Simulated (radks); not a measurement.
Values are calculated unless marked as measured or tabulated.
The nuclear charge of neutral chlorine is varied continuously with 17 electrons held in [Ne] 3s2 3p5. Code: a radial shooting solver on a logarithmic mesh with Libxc functionals. Model: scalar-relativistic Kohn-Sham, BLYP, spin-unpolarised, spherical densities, finite nucleus; Fermi nuclear charge, rms radius 3.3654 fm. By the Hellmann-Feynman theorem dE/dZ = E(electron-nucleus)/Z, the electronic potential at the nucleus (averaged over a nucleus of fixed radius). The scalar-relativistic energy here is not variational (the density holds large components alone), so the two differ by a part that grows with Z.

Z     E (hartree)  E(electron-nucleus)/Z (hartree)  HOMO  e(HOMO) (eV)  <r> HOMO (bohr)
16.8   -448.77461                         -63.7594    3p        -6.223            1.928
17     -461.62894                         -64.7435    3p        -8.459            1.849
17.2   -474.68018                         -65.7266    3p       -10.858            1.779
17.4   -487.92813                         -66.7088    3p       -13.413            1.716
17.6   -501.37264                         -67.6903    3p       -16.120            1.658
17.8   -515.01359                         -68.6712    3p       -18.974            1.605
18     -528.85091                         -69.6518    3p       -21.972            1.556

The central difference of E at Z = 17 is -64.764 hartree, to compare with the third column; the second derivative is -4.92 hartree.
